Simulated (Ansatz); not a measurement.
Basis-set series for CH8GaNSi, SMILES `[CH3][GaH][NH][SiH3]`. The species carries charge 0 and has multiplicity 1. The geometry is a stationary point of PBE0-D4/def2-TZVP. It is one conformer, not always the lowest.

Z-matrix (Å, degrees):
```
C
Ga 1 1.959
H 1 1.094 2 109.7
H 1 1.091 2 111.4 3 118.9
H 1 1.092 2 111.4 3 -119.3
N 2 1.842 1 116.6 3 95.4
H 2 1.565 1 127.7 3 -83.9
Si 6 1.722 2 128.3 1 0.4
H 6 1.009 2 116.1 1 -179.4
H 8 1.491 6 112.1 2 60.9
H 8 1.488 6 109.3 2 -178.9
H 8 1.491 6 112.0 2 -58.6
```

```csv
functional,basis,functions,energy (Eh),HOMO (eV),LUMO (eV)
PBE0-D4,def2-SVP,118,-2311.15171,-7.29,-0.63
PBE0-D4,def2-QZVPP,513,-2311.67523,-7.42,-0.79
ωB97M-V,def2-SVP,118,-2311.44895,-9.56,1.07
ωB97M-V,def2-QZVPP,513,-2311.97605,-9.72,0.67
```

(1) Give the rows for def2-TZVPP. (An estimate is asked.)

Answers

(1) Ansatz gave: 
```
functional       basis  functions  energy (Eh)  HOMO (eV)  LUMO (eV)
   PBE0-D4  def2-TZVPP        264  -2311.61533      -7.40      -0.73
   ωB97M-V  def2-TZVPP        264  -2311.91854      -9.70       0.92
```

Positive LUMOs are unbound and depend on the basis. Scalar relativity is left out up to krypton.
